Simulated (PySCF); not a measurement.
**Telling isomers of C₄H₄FNO apart by NMR**

- shielding tensors at PBE0/pcSseg-1 (GIAO)
- J couplings at B3LYP/pcJ-1 (spin–dipole term left out of most H,H and C,H couplings)
- GFN2-xTB geometry
- run in PySCF
- single conformer, averaged over atoms made equivalent by symmetry, fast rotation or ring inversion, no relativistic terms, no solvent

Referencing at the same level of theory: ¹H, ¹³C vs TMS. Multiplet labels drop J under 1 Hz and among equivalent protons, and merge close values. Unscaled 3J(H,H) run several per cent high. Splittings of carbon signals by F and P are missing where no couplings were computed. Where no couplings were computed, multiplicities follow the n + 1 count of equivalent neighbours, and m marks all less simple cases (inequivalent or close neighbours, rings, F or P nearby). Vicinal couplings that depend on rotamer populations or ring flexing (ring, CH–CH, X–H and H–F types) are those of the one conformer. One-bond C–F couplings are unscaled and too large by tens of Hz. Shifts are as computed. Against solution values, carbons near 30 ppm lie about +3 ppm off and those near 130 ppm about +5 ppm. Of 1211 compounds with measured shifts, 218 miss one by over three times the rms of a fit or turn the order of signals round; such compounds aren't used in these exercises. Across acyclic CH2–CH2 and CH–CH2 bonds, 3J(H,H) assumes equally populated rotamers.

(1) Tabulate the signals of `FCc1cnoc1`, `FCc1ccon1`, `N#C[C@@H]1C[C@H](F)O1`, `N#CCCC(=O)F` and their relative energies.

(2) What is the quickest way to tell FCc1ccon1 from N#C[C@@H]1C[C@H](F)O1?

(3) What is the quickest way to tell FCc1cnoc1 from N#C[C@@H]1C[C@H](F)O1?

(4) What is the quickest way to tell FCc1cnoc1 from FCc1ccon1?

Results:

(1) 
```tsv
SMILES	carbon types	δC	δH	E rel. (kcal/mol)
FCc1cnoc1	1×C 2×CH 1×CH2	166.8, 155.1, 124.2, 75.7	8.81 (m, 1H), 8.47 (m, 1H), 5.64 (m, 2H)	39.4
FCc1ccon1	1×C 2×CH 1×CH2	167.2, 165.4, 110.0, 82.0	8.63 (m, 1H), 6.74 (m, 1H), 6.10 (m, 2H)	38.0
N#C[C@@H]1C[C@H](F)O1	1×C 2×CH 1×CH2	122.0, 115.5, 62.5, 39.5	6.15 (ddd, 1H), 4.98 (ddd, 1H), 3.25 (m, 1H), 2.94 (m, 1H)	33.5
N#CCCC(=O)F	2×C 2×CH2	171.2, 122.4, 32.9, 13.4	2.80 (td, 2H), 2.54 (td, 2H)	0.0
```

Energies are electronic energies at PBE0/pcSseg-1 on these geometries, without zero-point or thermal terms, each for the one conformer computed, which needn't be the lowest.

(2) Both give the same number of carbon signals, with the same numbers of each carbon type, so the positions decide. The first has an aromatic CH next to the ring oxygen at 165.4 ppm, the second an sp3 CH bonded to O, α to a nitrile at 62.5 ppm. Their most deshielded carbons lie at 167.2 and 122.0 ppm. In the proton spectra the most deshielded non-exchanging signals are 8.63 (m, 1H) and 6.15 (ddd, J = 76.6, 5.1, 2.5 Hz, 1H).

(3) Both give the same number of carbon signals, with the same numbers of each carbon type, so the positions decide. The first has an aromatic CH next to the ring oxygen at 166.8 ppm, the second an sp3 CH bonded to O, α to a nitrile at 62.5 ppm. Their most deshielded carbons lie at 166.8 and 122.0 ppm. In the proton spectra the most deshielded non-exchanging signals are 8.81 (m, 1H) and 6.15 (ddd, J = 76.6, 5.1, 2.5 Hz, 1H).

(4) Both give the same number of carbon signals, with the same numbers of each carbon type, so the positions decide. The first has a substituted aromatic carbon (C) at 124.2 ppm, the second an aromatic CH at 110.0 ppm. Their most deshielded carbons lie at 166.8 and 167.2 ppm.
